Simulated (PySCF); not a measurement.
H3B (SMILES B), singlet, at a GFN2-xTB geometry. Base run: M062X/def2-TZVP in PySCF.

Input for PySCF:
```python
from pyscf import gto, scf, dft, solvent

mol = gto.M(
    atom='''
B    -0.000000    0.000000   -0.000000
H    -1.132265   -0.043981   -0.268338
H     0.401192   -0.577206    0.928355
H     0.731074    0.621187   -0.660017
''',
    basis='def2-tzvp',
    charge=0,
    spin=0,
    verbose=4,
)

mf = dft.RKS(mol)
mf.xc = 'm062x'
mf.kernel()
```

The base run was repeated with changes; each row names its change, and settings that it needs were set with it.

```csv
change,ΔE vs base (kcal/mol),HOMO-LUMO gap (eV)
base,0.000,10.37
model = IEF-PCM; solvent = tetrahydrofuran,-0.330,10.44
model = IEF-PCM; solvent = n-hexane; vdw_scale = 1.0,-0.329,10.41
model = IEF-PCM; solvent = n-hexane; vdw_scale = 1.4,-0.073,10.38
model = IEF-PCM; solvent = dichloromethane,-0.344,10.44
model = IEF-PCM; solvent = n-hexane; r_probe = 0.5,-0.060,10.38
model = ddCOSMO; solvent = n-hexane,-0.231,10.41
model = COSMO; solvent = n-hexane,-0.153,10.40
model = SS(V)PE; solvent = n-hexane,-0.143,10.40
model = IEF-PCM; solvent = dimethylsulfoxide,-0.402,10.45
model = IEF-PCM; solvent = n-hexane,-0.143,10.40
model = IEF-PCM; solvent = methanol,-0.396,10.45
```

The base is the gas phase, so ΔE is the electrostatic part of solvation at a fixed geometry, without cavity and dispersion terms.
